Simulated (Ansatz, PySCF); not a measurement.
Sn(OH)4 (H₄O₄Sn), SMILES [OH][Sn]([OH])([OH])[OH]. Atoms are numbered in the order given.

```xyz
9

O     -1.6690     0.0023     1.0381
Sn     0.0000     0.0000     0.0000
O      1.6690    -0.0023     1.0381
O     -0.0023    -1.6690    -1.0381
O      0.0023     1.6690    -1.0381
H     -1.9618    -0.8986     1.2242
H      1.9618     0.8986     1.2242
H      0.8986    -1.9618    -1.2242
H     -0.8986     1.9618    -1.2242
```

Coordinates come from a PBE0-D3(BJ)/def2-SVP optimisation. The structure was generated by enumeration; whether it is a known compound was not checked. The def2 effective core potentials stand for the cores of Sn; spin–orbit coupling is left out. One conformer was computed; it need not be the lowest.

Two levels are set side by side: PBE-D3(BJ)/def2-SVP (Ansatz, a program for electronic structure) and PBE0-D3(BJ)/def2-SVP (Ansatz). Each level has its own optimised geometry; the coordinates shown are those of the second. Frequencies come from the Hessian of PySCF at each geometry. Differences are taken from unrounded values.

```json
[
 {"quantity": "mean bond length (Å)", "PBE0-D3(BJ)": "1.465"},
 {"quantity": "bond O1–Sn2 (Å)", "PBE0-D3(BJ)": "1.966"},
 {"quantity": "bond Sn2–O3 (Å)", "PBE0-D3(BJ)": "1.966"},
 {"quantity": "bond Sn2–O4 (Å)", "PBE0-D3(BJ)": "1.966"},
 {"quantity": "bond Sn2–O5 (Å)", "PBE0-D3(BJ)": "1.966"},
 {"quantity": "bond O1–H6 (Å)", "PBE0-D3(BJ)": "0.965"},
 {"quantity": "bond O3–H7 (Å)", "PBE0-D3(BJ)": "0.965"},
 {"quantity": "bond O4–H8 (Å)", "PBE0-D3(BJ)": "0.965"},
 {"quantity": "bond O5–H9 (Å)", "PBE0-D3(BJ)": "0.965"},
 {"quantity": "highest harmonic wavenumber (cm⁻¹)", "PBE0-D3(BJ)": "3885"},
 {"quantity": "mean harmonic wavenumber (cm⁻¹)", "PBE0-D3(BJ)": "1104"},
 {"quantity": "zero-point energy (kcal/mol)", "PBE0-D3(BJ)": "33.15"}
]
```

Task: What does PBE-D3(BJ) give, and how far is it from PBE0-D3(BJ)? (An estimate is asked for; the answer gives what the named calculation found.)

Result: 
| quantity | PBE-D3(BJ) | PBE-D3(BJ) minus PBE0-D3(BJ) |
|---|---|---|
| mean bond length (Å) | 1.488 | 0.022 |
| bond O1–Sn2 (Å) | 1.997 | 0.032 |
| bond Sn2–O3 (Å) | 1.997 | 0.032 |
| bond Sn2–O4 (Å) | 1.997 | 0.032 |
| bond Sn2–O5 (Å) | 1.997 | 0.032 |
| bond O1–H6 (Å) | 0.978 | 0.013 |
| bond O3–H7 (Å) | 0.978 | 0.013 |
| bond O4–H8 (Å) | 0.978 | 0.013 |
| bond O5–H9 (Å) | 0.978 | 0.013 |
| highest harmonic wavenumber (cm⁻¹) | 3696 | -188 |
| mean harmonic wavenumber (cm⁻¹) | 1056 | -49 |
| zero-point energy (kcal/mol) | 31.69 | -1.46 |

GGA bonds tend to be longer and softer than those of functionals with exact exchange. Differences between two approximate levels are no errors against the true value.
